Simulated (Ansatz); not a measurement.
A short molecular-dynamics run on CH$_{4}$AlFOSi, SMILES `F[CH]1[O][Al]1[SiH3]`.

```yaml
crystal:
  periodic: [false, false, false]
  atoms:
    - {symbol: F, position_ang: [2.908047, -1.162241, -0.195085]}
    - {symbol: C, position_ang: [2.237731, 0.001325, 0.095429]}
    - {symbol: O, position_ang: [1.555745, 0.506548, -1.033853]}
    - {symbol: Al, position_ang: [0.331605, 0.050724, 0.105133]}
    - {symbol: Si, position_ang: [-2.104029, -0.019647, 0.113104]}
    - {symbol: H, position_ang: [2.964359, 0.699880, 0.514095]}
    - {symbol: H, position_ang: [-2.653274, 0.547059, -1.145683]}
    - {symbol: H, position_ang: [-2.542420, -1.432680, 0.258039]}
    - {symbol: H, position_ang: [-2.609364, 0.762732, 1.271822]}
basis:
  gaussian: {orbitals: "6-31G*"}
hamiltonian: {xc: {name: BLYP}, dispersion: d3bjatm}
md: {timestep: 1 fs, n_steps: 30, ensemble: nvt_langevin, temperature: 1000, initial_velocities: maxwell_boltzmann, friction: 0.01, seed: 110}
```

```sh
$ ansatz run in.yaml --threads 4 --pin off --events-out ev --progress --plain --max-ram 10444MiB
```

```json
{"step": "0", "time (fs)": "0.0", "potential energy (eV)": "-20337.8029", "kinetic (eV)": "1.0341", "T (K)": "889", "conserved (eV)": "–"}
{"step": "1", "time (fs)": "1.0", "potential energy (eV)": "-20337.7814", "kinetic (eV)": "0.9220", "T (K)": "793", "conserved (eV)": "–"}
{"step": "2", "time (fs)": "2.0", "potential energy (eV)": "-20337.7024", "kinetic (eV)": "0.8104", "T (K)": "697", "conserved (eV)": "–"}
{"step": "3", "time (fs)": "3.0", "potential energy (eV)": "-20337.6081", "kinetic (eV)": "0.6685", "T (K)": "575", "conserved (eV)": "–"}
{"step": "4", "time (fs)": "4.0", "potential energy (eV)": "-20337.5394", "kinetic (eV)": "0.6370", "T (K)": "548", "conserved (eV)": "–"}
{"step": "5", "time (fs)": "5.0", "potential energy (eV)": "-20337.5156", "kinetic (eV)": "0.6329", "T (K)": "544", "conserved (eV)": "–"}
{"step": "6", "time (fs)": "6.0", "potential energy (eV)": "-20337.5311", "kinetic (eV)": "0.5909", "T (K)": "508", "conserved (eV)": "–"}
{"step": "7", "time (fs)": "7.0", "potential energy (eV)": "-20337.5652", "kinetic (eV)": "0.7010", "T (K)": "603", "conserved (eV)": "–"}
{"step": "8", "time (fs)": "8.0", "potential energy (eV)": "-20337.5791", "kinetic (eV)": "0.8277", "T (K)": "711", "conserved (eV)": "–"}
{"step": "9", "time (fs)": "9.0", "potential energy (eV)": "-20337.5325", "kinetic (eV)": "0.7946", "T (K)": "683", "conserved (eV)": "–"}
{"step": "10", "time (fs)": "10.0", "potential energy (eV)": "-20337.4502", "kinetic (eV)": "0.7655", "T (K)": "658", "conserved (eV)": "–"}
{"step": "11", "time (fs)": "11.0", "potential energy (eV)": "-20337.3946", "kinetic (eV)": "0.6911", "T (K)": "594", "conserved (eV)": "–"}
{"step": "12", "time (fs)": "12.0", "potential energy (eV)": "-20337.4136", "kinetic (eV)": "0.8082", "T (K)": "695", "conserved (eV)": "–"}
{"step": "13", "time (fs)": "13.0", "potential energy (eV)": "-20337.4795", "kinetic (eV)": "0.8222", "T (K)": "707", "conserved (eV)": "–"}
{"step": "14", "time (fs)": "14.0", "potential energy (eV)": "-20337.5166", "kinetic (eV)": "0.8597", "T (K)": "739", "conserved (eV)": "–"}
{"step": "15", "time (fs)": "15.0", "potential energy (eV)": "-20337.4897", "kinetic (eV)": "0.8486", "T (K)": "729", "conserved (eV)": "–"}
{"step": "16", "time (fs)": "16.0", "potential energy (eV)": "-20337.4115", "kinetic (eV)": "0.7764", "T (K)": "667", "conserved (eV)": "–"}
{"step": "17", "time (fs)": "17.0", "potential energy (eV)": "-20337.3179", "kinetic (eV)": "0.7216", "T (K)": "620", "conserved (eV)": "–"}
{"step": "18", "time (fs)": "18.0", "potential energy (eV)": "-20337.2497", "kinetic (eV)": "0.6641", "T (K)": "571", "conserved (eV)": "–"}
{"step": "19", "time (fs)": "19.0", "potential energy (eV)": "-20337.2298", "kinetic (eV)": "0.6692", "T (K)": "575", "conserved (eV)": "–"}
{"step": "20", "time (fs)": "20.0", "potential energy (eV)": "-20337.2333", "kinetic (eV)": "0.7255", "T (K)": "624", "conserved (eV)": "–"}
{"step": "21", "time (fs)": "21.0", "potential energy (eV)": "-20337.2179", "kinetic (eV)": "0.7389", "T (K)": "635", "conserved (eV)": "–"}
{"step": "22", "time (fs)": "22.0", "potential energy (eV)": "-20337.1873", "kinetic (eV)": "0.7532", "T (K)": "647", "conserved (eV)": "–"}
{"step": "23", "time (fs)": "23.0", "potential energy (eV)": "-20337.1758", "kinetic (eV)": "0.7836", "T (K)": "674", "conserved (eV)": "–"}
{"step": "24", "time (fs)": "24.0", "potential energy (eV)": "-20337.1616", "kinetic (eV)": "0.7410", "T (K)": "637", "conserved (eV)": "–"}
{"step": "25", "time (fs)": "25.0", "potential energy (eV)": "-20337.1335", "kinetic (eV)": "0.8138", "T (K)": "699", "conserved (eV)": "–"}
{"step": "26", "time (fs)": "26.0", "potential energy (eV)": "-20337.0961", "kinetic (eV)": "0.7929", "T (K)": "682", "conserved (eV)": "–"}
{"step": "27", "time (fs)": "27.0", "potential energy (eV)": "-20337.0956", "kinetic (eV)": "0.6776", "T (K)": "582", "conserved (eV)": "–"}
{"step": "28", "time (fs)": "28.0", "potential energy (eV)": "-20337.1463", "kinetic (eV)": "0.7263", "T (K)": "624", "conserved (eV)": "–"}
{"step": "29", "time (fs)": "29.0", "potential energy (eV)": "-20337.2167", "kinetic (eV)": "0.8833", "T (K)": "759", "conserved (eV)": "–"}
{"step": "30", "time (fs)": "30.0", "potential energy (eV)": "-20337.2619", "kinetic (eV)": "0.9362", "T (K)": "805", "conserved (eV)": "–"}
```

Velocities are drawn at the set temperature; a run this short doesn't reach equilibrium.

Frames (Å, forces in eV/Å):

```xyz
9
time=0.0 fs
F     2.908   -1.162   -0.195    0.451   -0.755   -0.096
C     2.238    0.001    0.095    0.405    0.077    0.577
O     1.556    0.507   -1.034    0.155    0.645   -1.314
Al    0.332    0.051    0.105   -1.047   -0.229    0.737
Si   -2.104   -0.020    0.113    0.132    0.016   -0.063
H     2.964    0.700    0.514    0.215    0.255    0.159
H    -2.653    0.547   -1.146   -0.133    0.069   -0.153
H    -2.542   -1.433    0.258   -0.090   -0.169    0.018
H    -2.609    0.763    1.272   -0.087    0.090    0.135
9
time=1.0 fs
F     2.911   -1.170   -0.201    0.155   -0.570   -0.094
C     2.232    0.008    0.081    1.473    0.034    0.916
O     1.562    0.508   -1.042   -0.040    0.657   -1.299
Al    0.335    0.053    0.110   -1.106   -0.180    0.650
Si   -2.108   -0.018    0.123   -0.004   -0.758    0.462
H     3.009    0.682    0.507   -0.386    0.041   -0.084
H    -2.655    0.536   -1.115   -0.280    0.239   -0.539
H    -2.574   -1.471    0.267    0.177    0.507   -0.054
H    -2.645    0.755    1.283    0.011    0.030    0.043
9
time=2.0 fs
F     2.913   -1.179   -0.206   -0.088   -0.416   -0.093
C     2.226    0.015    0.067    2.487    0.002    1.266
O     1.569    0.509   -1.052   -0.260    0.674   -1.300
Al    0.338    0.055    0.114   -1.149   -0.127    0.560
Si   -2.112   -0.017    0.132   -0.167   -1.145    0.907
H     3.050    0.669    0.501   -0.965   -0.158   -0.317
H    -2.657    0.531   -1.093   -0.372    0.346   -0.788
H    -2.598   -1.498    0.273    0.355    0.914   -0.094
H    -2.684    0.752    1.299    0.159   -0.090   -0.141
9
time=3.0 fs
F     2.916   -1.186   -0.212   -0.295   -0.285   -0.082
C     2.222    0.021    0.055    3.254   -0.107    1.461
O     1.577    0.509   -1.061   -0.481    0.668   -1.255
Al    0.341    0.057    0.119   -1.132   -0.073    0.454
Si   -2.115   -0.016    0.141   -0.350   -1.310    1.215
H     3.085    0.656    0.489   -1.376   -0.232   -0.439
H    -2.661    0.524   -1.079   -0.409    0.408   -0.914
H    -2.620   -1.515    0.277    0.479    1.142   -0.107
H    -2.721    0.752    1.314    0.311   -0.210   -0.333
9
time=4.0 fs
F     2.918   -1.193   -0.218   -0.464   -0.193   -0.067
C     2.220    0.028    0.044    3.705   -0.310    1.490
O     1.584    0.509   -1.073   -0.671    0.643   -1.126
Al    0.343    0.059    0.125   -1.053   -0.018    0.329
Si   -2.116   -0.014    0.150   -0.487   -1.394    1.262
H     3.113    0.638    0.475   -1.589   -0.155   -0.470
H    -2.663    0.517   -1.075   -0.392    0.416   -0.912
H    -2.637   -1.522    0.281    0.561    1.246   -0.109
H    -2.748    0.747    1.322    0.389   -0.235   -0.397
9
time=5.0 fs
F     2.921   -1.199   -0.223   -0.600   -0.113   -0.047
C     2.221    0.036    0.035    3.862   -0.605    1.391
O     1.591    0.509   -1.086   -0.811    0.604   -0.909
Al    0.345    0.062    0.130   -0.933    0.041    0.186
Si   -2.117   -0.013    0.159   -0.560   -1.383    1.046
H     3.130    0.617    0.463   -1.622    0.042   -0.451
H    -2.667    0.513   -1.075   -0.319    0.371   -0.793
H    -2.648   -1.515    0.289    0.592    1.207   -0.108
H    -2.767    0.739    1.319    0.390   -0.162   -0.314
9
time=6.0 fs
F     2.922   -1.205   -0.226   -0.701   -0.034   -0.022
C     2.224    0.045    0.027    3.770   -0.917    1.186
O     1.598    0.508   -1.100   -0.910    0.545   -0.639
Al    0.347    0.065    0.135   -0.792    0.099    0.036
Si   -2.119   -0.012    0.168   -0.577   -1.195    0.634
H     3.140    0.597    0.451   -1.505    0.279   -0.383
H    -2.676    0.510   -1.081   -0.189    0.274   -0.555
H    -2.651   -1.494    0.297    0.558    0.999   -0.093
H    -2.780    0.733    1.309    0.347   -0.051   -0.164
9
time=7.0 fs
F     2.923   -1.211   -0.228   -0.766    0.051    0.017
C     2.228    0.053    0.021    3.426   -1.238    0.875
O     1.605    0.508   -1.115   -1.005    0.470   -0.336
Al    0.349    0.067    0.141   -0.626    0.156   -0.124
Si   -2.122   -0.012    0.177   -0.518   -0.779    0.106
H     3.138    0.584    0.437   -1.206    0.540   -0.248
H    -2.685    0.509   -1.093   -0.027    0.145   -0.239
H    -2.647   -1.460    0.306    0.437    0.582   -0.060
H    -2.792    0.730    1.298    0.283    0.073    0.009
9
time=8.0 fs
F     2.925   -1.217   -0.230   -0.800    0.160    0.076
C     2.233    0.060    0.015    2.774   -1.616    0.427
O     1.613    0.505   -1.130   -1.101    0.381   -0.010
Al    0.350    0.070    0.148   -0.429    0.209   -0.294
Si   -2.125   -0.012    0.187   -0.334   -0.153   -0.465
H     3.126    0.577    0.418   -0.656    0.854   -0.010
H    -2.695    0.509   -1.105    0.129    0.018    0.074
H    -2.639   -1.414    0.321    0.225   -0.089   -0.014
H    -2.801    0.726    1.286    0.192    0.236    0.216
9
time=9.0 fs
F     2.925   -1.222   -0.232   -0.806    0.278    0.143
C     2.241    0.065    0.009    1.935   -1.983   -0.124
O     1.619    0.502   -1.146   -1.177    0.263    0.372
Al    0.352    0.072    0.156   -0.201    0.257   -0.475
Si   -2.127   -0.012    0.198   -0.066    0.562   -1.095
H     3.111    0.578    0.397    0.007    1.178    0.275
H    -2.702    0.513   -1.121    0.280   -0.111    0.398
H    -2.635   -1.368    0.337   -0.035   -0.889    0.041
H    -2.807    0.720    1.274    0.064    0.445    0.466
9
time=10.0 fs
F     2.925   -1.227   -0.233   -0.795    0.411    0.205
C     2.249    0.068    0.003    1.291   -2.173   -0.582
O     1.626    0.500   -1.164   -1.215    0.128    0.788
Al    0.353    0.075    0.165    0.024    0.297   -0.654
Si   -2.130   -0.011    0.207    0.216    1.149   -1.649
H     3.103    0.588    0.380    0.427    1.328    0.433
H    -2.704    0.515   -1.137    0.390   -0.214    0.670
H    -2.638   -1.331    0.355   -0.268   -1.567    0.098
H    -2.805    0.720    1.265   -0.070    0.642    0.691
9
time=11.0 fs
F     2.923   -1.232   -0.233   -0.773    0.577    0.269
C     2.257    0.071   -0.002    0.920   -2.172   -0.901
O     1.631    0.497   -1.181   -1.222   -0.004    1.184
Al    0.354    0.079    0.173    0.234    0.324   -0.814
Si   -2.132   -0.009    0.217    0.429    1.451   -1.968
H     3.102    0.607    0.367    0.549    1.261    0.449
H    -2.703    0.510   -1.146    0.435   -0.249    0.812
H    -2.641   -1.310    0.372   -0.410   -1.950    0.150
H    -2.799    0.728    1.264   -0.162    0.763    0.819
9
time=12.0 fs
F     2.921   -1.238   -0.233   -0.734    0.777    0.344
C     2.268    0.073   -0.007    0.733   -1.990   -1.128
O     1.637    0.495   -1.199   -1.220   -0.139    1.561
Al    0.355    0.083    0.180    0.466    0.341   -0.963
Si   -2.135   -0.008    0.226    0.437    1.236   -1.983
H     3.105    0.637    0.353    0.443    0.989    0.368
H    -2.698    0.496   -1.144    0.415   -0.219    0.819
H    -2.647   -1.315    0.385   -0.348   -1.764    0.161
H    -2.788    0.743    1.269   -0.192    0.770    0.821
9
time=13.0 fs
F     2.919   -1.243   -0.233   -0.670    0.967    0.405
C     2.279    0.073   -0.012    0.884   -1.491   -1.168
O     1.643    0.492   -1.215   -1.213   -0.273    1.890
Al    0.356    0.088    0.186    0.686    0.345   -1.090
Si   -2.138   -0.006    0.235    0.300    0.721   -1.706
H     3.117    0.678    0.341   -0.016    0.416    0.143
H    -2.684    0.481   -1.135    0.332   -0.154    0.711
H    -2.655   -1.339    0.397   -0.154   -1.179    0.135
H    -2.774    0.768    1.282   -0.151    0.648    0.680
9
time=14.0 fs
F     2.917   -1.247   -0.232   -0.584    1.118    0.443
C     2.291    0.071   -0.017    1.114   -0.839   -1.142
O     1.649    0.491   -1.230   -1.196   -0.409    2.180
Al    0.358    0.094    0.191    0.868    0.347   -1.198
Si   -2.141   -0.005    0.243    0.127    0.249   -1.179
H     3.132    0.725    0.332   -0.548   -0.266   -0.102
H    -2.665    0.473   -1.117    0.205   -0.075    0.499
H    -2.658   -1.373    0.407    0.046   -0.516    0.098
H    -2.763    0.800    1.300   -0.032    0.392    0.401
9
time=15.0 fs
F     2.915   -1.250   -0.230   -0.485    1.248    0.470
C     2.303    0.069   -0.021    1.138   -0.273   -1.171
O     1.654    0.490   -1.244   -1.162   -0.534    2.444
Al    0.360    0.100    0.195    1.043    0.347   -1.294
Si   -2.144   -0.005    0.251   -0.008   -0.133   -0.525
H     3.143    0.770    0.322   -0.898   -0.848   -0.267
H    -2.647    0.466   -1.093    0.054    0.016    0.207
H    -2.657   -1.412    0.419    0.211    0.100    0.062
H    -2.753    0.837    1.322    0.109    0.077    0.074
9
time=16.0 fs
F     2.912   -1.255   -0.229   -0.378    1.347    0.485
C     2.317    0.067   -0.026    0.950    0.128   -1.231
O     1.658    0.488   -1.258   -1.113   -0.627    2.664
Al    0.362    0.105    0.198    1.212    0.338   -1.373
Si   -2.147   -0.006    0.259   -0.010   -0.420    0.200
H     3.151    0.807    0.311   -1.053   -1.260   -0.359
H    -2.625    0.458   -1.065   -0.140    0.152   -0.207
H    -2.654   -1.447    0.428    0.312    0.563    0.042
H    -2.741    0.873    1.344    0.220   -0.222   -0.221
9
time=17.0 fs
F     2.910   -1.259   -0.228   -0.256    1.411    0.485
C     2.332    0.065   -0.031    0.546    0.345   -1.298
O     1.661    0.485   -1.269   -1.067   -0.690    2.808
Al    0.365    0.111    0.201    1.366    0.319   -1.426
Si   -2.150   -0.007    0.267    0.155   -0.645    0.928
H     3.150    0.833    0.297   -0.986   -1.475   -0.375
H    -2.596    0.451   -1.034   -0.374    0.337   -0.746
H    -2.650   -1.471    0.433    0.350    0.844    0.045
H    -2.723    0.906    1.362    0.266   -0.446   -0.421
9
time=18.0 fs
F     2.907   -1.261   -0.227   -0.112    1.424    0.476
C     2.348    0.064   -0.037   -0.100    0.355   -1.406
O     1.664    0.482   -1.278   -1.045   -0.733    2.877
Al    0.368    0.116    0.204    1.505    0.299   -1.459
Si   -2.154   -0.009    0.277    0.377   -0.766    1.417
H     3.137    0.848    0.277   -0.664   -1.451   -0.279
H    -2.569    0.447   -1.011   -0.552    0.478   -1.173
H    -2.645   -1.485    0.441    0.338    0.972    0.054
H    -2.704    0.933    1.372    0.253   -0.578   -0.507
9
time=19.0 fs
F     2.903   -1.262   -0.226    0.044    1.367    0.454
C     2.365    0.063   -0.044   -0.968    0.110   -1.577
O     1.667    0.479   -1.284   -1.057   -0.763    2.880
Al    0.372    0.121    0.206    1.626    0.285   -1.475
Si   -2.159   -0.013    0.287    0.553   -0.732    1.415
H     3.119    0.849    0.249   -0.088   -1.118   -0.056
H    -2.548    0.451   -1.005   -0.593    0.470   -1.225
H    -2.635   -1.492    0.452    0.286    0.997    0.059
H    -2.687    0.953    1.371    0.197   -0.616   -0.476
9
time=20.0 fs
F     2.898   -1.263   -0.225    0.194    1.272    0.419
C     2.380    0.062   -0.052   -1.978   -0.387   -1.771
O     1.670    0.476   -1.287   -1.085   -0.781    2.819
Al    0.375    0.127    0.208    1.703    0.270   -1.469
Si   -2.165   -0.017    0.297    0.674   -0.518    0.866
H     3.100    0.839    0.218    0.690   -0.506    0.246
H    -2.532    0.459   -1.018   -0.500    0.292   -0.828
H    -2.621   -1.494    0.466    0.201    0.932    0.068
H    -2.670    0.968    1.360    0.102   -0.574   -0.352
9
time=21.0 fs
F     2.895   -1.264   -0.225    0.316    1.157    0.369
C     2.393    0.060   -0.062   -2.973   -1.005   -1.934
O     1.671    0.474   -1.289   -1.096   -0.792    2.728
Al    0.379    0.132    0.210    1.735    0.255   -1.448
Si   -2.172   -0.021    0.309    0.801   -0.139   -0.024
H     3.086    0.824    0.190    1.503    0.243    0.545
H    -2.523    0.472   -1.045   -0.345    0.017   -0.160
H    -2.606   -1.486    0.480    0.079    0.732    0.093
H    -2.654    0.978    1.346   -0.019   -0.466   -0.170
9
time=22.0 fs
F     2.892   -1.264   -0.224    0.407    0.986    0.293
C     2.404    0.058   -0.075   -3.555   -1.287   -1.913
O     1.671    0.472   -1.289   -1.082   -0.795    2.603
Al    0.382    0.138    0.211    1.736    0.238   -1.400
Si   -2.181   -0.026    0.322    0.975    0.304   -0.929
H     3.089    0.809    0.171    1.939    0.701    0.697
H    -2.519    0.485   -1.077   -0.213   -0.242    0.481
H    -2.591   -1.472    0.492   -0.064    0.411    0.136
H    -2.640    0.983    1.333   -0.143   -0.317    0.033
9
time=23.0 fs
F     2.890   -1.262   -0.222    0.491    0.731    0.191
C     2.413    0.054   -0.091   -3.375   -0.784   -1.589
O     1.673    0.469   -1.289   -1.059   -0.793    2.437
Al    0.386    0.143    0.211    1.702    0.221   -1.327
Si   -2.189   -0.031    0.334    1.192    0.773   -1.704
H     3.114    0.803    0.158    1.646    0.453    0.589
H    -2.517    0.495   -1.106   -0.125   -0.438    0.981
H    -2.579   -1.455    0.501   -0.218   -0.005    0.195
H    -2.630    0.984    1.323   -0.255   -0.159    0.227
9
time=24.0 fs
F     2.889   -1.258   -0.219    0.572    0.403    0.075
C     2.420    0.049   -0.105   -2.676    0.216   -1.080
O     1.673    0.467   -1.286   -1.020   -0.789    2.259
Al    0.391    0.149    0.211    1.630    0.202   -1.243
Si   -2.196   -0.037    0.346    1.429    1.202   -2.309
H     3.154    0.804    0.152    0.863   -0.219    0.307
H    -2.516    0.502   -1.130   -0.078   -0.572    1.334
H    -2.569   -1.439    0.510   -0.363   -0.451    0.254
H    -2.619    0.980    1.320   -0.357    0.008    0.404
9
time=25.0 fs
F     2.889   -1.253   -0.216    0.627    0.018   -0.053
C     2.425    0.044   -0.120   -1.817    1.208   -0.499
O     1.673    0.466   -1.282   -0.975   -0.766    2.029
Al    0.398    0.155    0.211    1.527    0.179   -1.133
Si   -2.202   -0.042    0.357    1.687    1.474   -2.736
H     3.205    0.802    0.151   -0.022   -0.844   -0.007
H    -2.512    0.504   -1.136   -0.081   -0.635    1.485
H    -2.561   -1.426    0.525   -0.480   -0.864    0.298
H    -2.607    0.970    1.320   -0.464    0.231    0.617
9
time=26.0 fs
F     2.890   -1.247   -0.214    0.655   -0.392   -0.185
C     2.429    0.041   -0.136   -1.124    1.867    0.055
O     1.673    0.465   -1.277   -0.944   -0.722    1.729
Al    0.405    0.161    0.211    1.401    0.153   -0.996
Si   -2.208   -0.046    0.368    1.924    1.617   -2.995
H     3.253    0.789    0.150   -0.673   -1.130   -0.243
H    -2.505    0.501   -1.128   -0.123   -0.649    1.489
H    -2.553   -1.416    0.548   -0.563   -1.194    0.329
H    -2.597    0.959    1.322   -0.552    0.451    0.816
9
time=27.0 fs
F     2.893   -1.241   -0.213    0.669   -0.828   -0.317
C     2.432    0.037   -0.152   -0.699    2.208    0.531
O     1.674    0.466   -1.272   -0.922   -0.669    1.412
Al    0.413    0.168    0.211    1.257    0.130   -0.855
Si   -2.213   -0.048    0.377    2.023    1.614   -2.949
H     3.288    0.762    0.150   -1.013   -1.080   -0.385
H    -2.499    0.497   -1.109   -0.185   -0.632    1.398
H    -2.548   -1.416    0.574   -0.568   -1.246    0.319
H    -2.592    0.952    1.336   -0.562    0.504    0.847
9
time=28.0 fs
F     2.896   -1.237   -0.211    0.654   -1.240   -0.443
C     2.434    0.033   -0.167   -0.339    2.378    0.978
O     1.675    0.466   -1.267   -0.927   -0.606    1.061
Al    0.421    0.173    0.210    1.096    0.106   -0.708
Si   -2.217   -0.049    0.385    1.983    1.373   -2.498
H     3.314    0.729    0.150   -1.213   -0.891   -0.478
H    -2.495    0.492   -1.075   -0.277   -0.559    1.137
H    -2.549   -1.429    0.602   -0.481   -0.944    0.246
H    -2.591    0.949    1.361   -0.496    0.383    0.705
9
time=29.0 fs
F     2.900   -1.235   -0.210    0.587   -1.555   -0.551
C     2.434    0.032   -0.182    0.006    2.292    1.413
O     1.677    0.466   -1.261   -0.983   -0.502    0.624
Al    0.430    0.179    0.209    0.907    0.079   -0.544
Si   -2.221   -0.049    0.391    1.874    0.936   -1.679
H     3.333    0.692    0.145   -1.270   -0.578   -0.511
H    -2.500    0.484   -1.026   -0.398   -0.411    0.659
H    -2.553   -1.451    0.635   -0.339   -0.426    0.126
H    -2.594    0.950    1.392   -0.384    0.164    0.462
9
time=30.0 fs
F     2.903   -1.234   -0.211    0.496   -1.802   -0.633
C     2.433    0.031   -0.194    0.161    1.936    1.750
O     1.678    0.465   -1.254   -1.079   -0.361    0.147
Al    0.441    0.188    0.208    0.689    0.050   -0.380
Si   -2.224   -0.048    0.397    1.772    0.477   -0.564
H     3.337    0.649    0.137   -1.051   -0.094   -0.438
H    -2.513    0.473   -0.971   -0.554   -0.184   -0.009
H    -2.559   -1.475    0.672   -0.194    0.093   -0.012
H    -2.605    0.953    1.429   -0.239   -0.116    0.138
```

Hardware: 4 threads of an INTEL XEON PLATINUM 8581C on a shared host. Wall time 14 s, peak host memory 0.46 GiB.
